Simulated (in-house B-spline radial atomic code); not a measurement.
The numbers below are computed, except where a source is named.
What the choice of pseudopotential does to G0W0 on PBE: K⁺

All numbers come from an all-electron radial atomic-structure program (B-spline basis), non-relativistic, configuration [Ne] 3s2 3p6, open shells at high spin. Semilocal Troullier-Martins pseudo-atoms, one channel per l, are made with PBE or LDA for several valence sets and radii, with or without a model core, and set against the all-electron atom. One channel fits only the lowest state of its l, so a second state of that l is approximate. All electrons give 3p: PBE -24.896 eV, G0W0 -31.46 eV. Potentials are made in the ion's own configuration unless the neutral atom is named, and a smooth local potential serves every l without a channel. Potentials that miss their own reference levels by more than 6 millihartree, or need radii over 3.5 bohr, are left out. Columns give pseudo minus all-electron, in eV; a dash marks a level in the core or of low weight.

```tsv
valence	made with	radii (bohr)	model core (bohr)	3p PBE	3p G0W0
3p	PBE	s 2.81 p 0.93	none	0.00	+0.79
3p	PBE, neutral atom	s 3.40 p 1.33	none	+0.07	+1.10
3p	PBE, neutral atom	s 3.40 p 1.04	0.71	+0.06	+0.98
3p	PBE, neutral atom	s 3.40 p 1.33	0.71	+0.06	+1.09
3p	PBE, neutral atom	s 3.40 p 1.51	0.71	+0.06	+1.14
3s 3p	PBE, neutral atom	s 0.87 p 0.93	none	-0.03	-0.14
3s 3p	PBE, neutral atom	s 0.97 p 1.04	none	-0.02	-0.13
3s 3p	PBE, neutral atom	s 1.25 p 1.33	none	-0.02	-0.08
3s 3p	PBE, neutral atom	s 0.87 p 0.93	0.67	-0.03	-0.14
3s 3p	PBE, neutral atom	s 0.97 p 1.04	0.67	-0.02	-0.13
3s 3p	PBE, neutral atom	s 1.25 p 1.33	0.67	-0.02	-0.08
3s 3p	PBE, neutral atom	s 1.41 p 1.51	0.67	-0.04	-0.07
```

Question: How does the G0W0 shift of 3p, which all sets hold, depend on the valence set?

Answer: Mean size: 3s 3p: 0.11 eV; 3p: 1.02 eV. The means mix radii and the functional used in making the potentials.
